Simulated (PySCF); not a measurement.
# LuCl3(NH3) at several levels of theory

Computed with PySCF 2.14.0 (density fitting, no spin-orbit coupling) at the geometry relaxed with PBE0:

```xyz
8
LuCl3(NH3) (singlet in the valence; each metal's 4f electrons, 14 of them, lie in its core potential, out of spins and levels)
Lu    0.0190   -0.0190    0.0190
Cl    1.1544    1.8152    1.1544
Cl   -1.8152   -1.1544    1.1544
Cl    1.1544   -1.1544   -1.8152
N    -1.3575    1.3575   -1.3575
H    -1.9666    1.9666   -0.8062
H    -0.8062    1.9666   -1.9666
H    -1.9666    0.8062   -1.9666
```

| level | basis | state | HOMO (eV) | gap (eV) | charge on Lu1 (e) | population of f-type functions on Lu1 (polarisation alone where 4f lies in the core) | dipole about the centre of mass (D) | largest force component (eV/Å) |
| --- | --- | --- | --- | --- | --- | --- | --- | --- |
| PBE0 | Lu lcecp-1-SVP with ECP60, Cl def2-SVP, N def2-SVP, H def2-SVP | singlet | -8.45 | 7.47 | 0.74 | 0.05 | 5.65 | 0.00 |
| revPBE | the same | singlet | -7.00 | 5.42 | 0.61 | 0.04 | 5.57 | 0.23 |
| PBE | the same | singlet | -7.03 | 5.35 | 0.54 | 0.04 | 5.59 | 0.22 |

In the lcecp rows the 4f levels are missing from HOMO and gap, and the state counts the valence alone.

Charges are Mulliken's, which hang on the basis. The relaxation used the grid (50, 194), these runs (75, 302) or, all-electron (x2c bases, spin-free X2C Hamiltonian), (99, 590).

Q: What does PBE0 with Lu lcecp-1-TZVP with ECP60, Cl def2-TZVP, N def2-TZVP, H def2-TZVP give here?

A: state singlet, HOMO (eV) -8.57, gap (eV) 7.42, charge on Lu1 (e) 1.28, population of f-type functions on Lu1 (polarisation alone where 4f lies in the core) 0.06, dipole about the centre of mass (D) 5.57, largest force component (eV/Å) 0.21. Time: 28 s on 2 threads of Intel(R) Xeon(R) Platinum 8175M CPU @ 2.50GHz (Skylake/Cascade Lake), with other jobs on the host, from free ions and atoms.

In the first row's basis the gap widens with exact exchange: 5.3 to 5.4 eV for PBE, revPBE (none); 7.5 eV for PBE0 (a fixed share).

An lcecp potential fixes the number of 4f electrons, so in runs with it no electron can move into or out of that shell.
